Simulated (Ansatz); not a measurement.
The cluster Li7H7⁺. The state is a doublet with charge 1. Geometry PBE-D4/def2-TZVP; atoms count from 1.

```xyz
14

Li   -2.3239    0.5434    1.5368
Li    0.2176    1.7225    1.8507
Li   -0.3010   -0.6733    2.2677
Li    0.7952   -0.1251   -0.5516
Li   -1.3809   -2.0085   -0.2232
Li   -0.1511   -0.5572   -2.8561
Li   -0.6630    2.1974   -1.3251
H    -0.2201   -1.5153   -1.4088
H     2.9120   -0.4097   -0.8544
H    -1.7211   -1.1636    1.2238
H    -1.0635    0.9031    2.7072
H     0.2838    0.9354   -2.0757
H     0.9035    0.1747    1.1827
H     2.7128   -0.0237   -1.4740
```

In the doublet, H9 and H14 lie 0.76 Å apart (atoms count from 1), so H2 has formed as a molecule. Another isomer (doublet) lies 0.16 eV lower at PBE0-D4/def2-TZVP; other spin states weren't run for this one.

Question: Estimate the Mulliken populations from the PBE0/def2-TZVP orbitals of Ansatz.

Answer: 
```csv
atom,charge (e),spin (α − β)
Li1,0.57,0.23
Li2,0.45,0.20
Li3,0.46,0.00
Li4,0.50,0.03
Li5,0.76,0.01
Li6,0.68,0.01
Li7,0.39,0.54
H8,-0.64,0.00
H9,0.03,0.00
H10,-0.63,-0.01
H11,-0.47,-0.01
H12,-0.61,0.01
H13,-0.54,0.00
H14,0.05,0.00
```
Mulliken values depend strongly on the basis.

Question: Where does the spin sit?

Answer: Summed by element: Li 1.02, H -0.02, of 1 unpaired in all. Largest on single atoms: Li7 0.54, Li1 0.23, Li2 0.20.
